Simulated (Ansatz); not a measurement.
Ansatz (a program for electronic structure) input (CCSD(T)/def2-SVPD):

Ansatz 0.2 input:
```yaml
crystal:
  periodic: [false, false, false]
  atoms:
    - {symbol: Al, position_ang: [-0.82832125, -0.71720851, -0.81811482]}
    - {symbol: Br, position_ang: [0.01754099, 1.64283823, -1.03351702]}
    - {symbol: Br, position_ang: [0.29012119, -1.37644650, 1.33738824]}
basis:
  gaussian:
    orbitals: def2-SVPD
total_charge: -1
magnetization: {spin_polarized: false}
correlation: {method: ccsd_t, electrons: outside_noble_gas}
output: {forces: true}
```

End of the output:

```
cycle   4  -9.31893428 eV  change    4.2e-3 eV  update   3.9e-3
cycle   5  -9.31798552 eV  change    9.5e-4 eV  update   1.3e-3
cycle   6  -9.31823860 eV  change   -2.5e-4 eV  update   5.0e-4
cycle   7  -9.31829954 eV  change   -6.1e-5 eV  update   1.7e-4
cycle   8  -9.31831954 eV  change   -2.0e-5 eV  update   5.6e-5
cycle   9  -9.31832140 eV  change   -1.9e-6 eV  update   1.8e-5
cycle  10  -9.31831671 eV  change    4.7e-6 eV  update   5.9e-6
cycle  11  -9.31831636 eV  change    3.5e-7 eV  update   2.3e-6
perturbative correction -0.29834642 eV, -0.0109640286 hartree
the calculation of the forces begins
Total energy: -146576.36585142 eV, -5386.5820920104 hartree
Atom 0 at    -0.828321    -0.717209    -0.818115 Å, force     0.026821     0.023224     0.026491 eV/Å
Atom 1 at     0.017541     1.642838    -1.033517 Å, force    -0.010505    -0.043802     0.012032 eV/Å
Atom 2 at     0.290121    -1.376446     1.337388 Å, force    -0.016317     0.020579    -0.038523 eV/Å
Dipole moment:     0.124789     0.108050     0.123252 e Å
```
